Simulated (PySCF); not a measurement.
## From a computed spectrum to the compound

A species of 11 atoms with charge 0 has these harmonic modes (PBE0, small Gaussian bases with core potentials, PySCF 2.14.0):

```
cm⁻¹  km/mol
  44    52.5
  44    52.5
  59     0.0
 414     0.0
 420   189.7
 483     0.1
 483     0.1
 510     0.0
 510     0.0
1091     0.1
1091     0.1
1092    41.0
1092    41.0
1181     0.0
1183   249.1
1238     5.0
1238     5.0
1242     0.0
1242     0.0
2257   322.4
2261     0.0
2261     0.5
2261     0.5
2264   560.1
2264   560.1
2609   266.5
2610     0.0
```

Q: Which species is it, and in which structure?

A: Yb(BH4)2 (singlet in the valence; each metal's 4f electrons, 14 of them, lie in its core potential, out of spins and levels):
```xyz
11

Yb    0.0000    0.0000    0.0000
B     2.5230   -0.0002    0.0000
H     3.7323   -0.0004    0.0000
H     2.0578   -0.5937    1.0035
H     2.0578   -0.5726   -1.0157
H     2.0580    1.1656    0.0122
B    -2.5230    0.0002    0.0000
H    -3.7323    0.0004    0.0000
H    -2.0578    0.5937    1.0035
H    -2.0578    0.5725   -1.0157
H    -2.0580   -1.1656    0.0122
```
Ideal gas at 298.15 K and 1 bar: S = 343.4 J/(mol K), Cp = 100.9 J/(mol K), H − H(0 K) = 20.9 kJ/mol (rigid rotor, harmonic modes, spin degeneracy alone, that of the 4f electrons in the core included; the modes under 60 cm⁻¹ make these uncertain). The run didn't use the full symmetry, so degenerate modes split by noise. An lcecp potential fixes the number of 4f electrons, so in runs with it no electron can move into or out of that shell.
 Other answers can fit too; this one was computed.
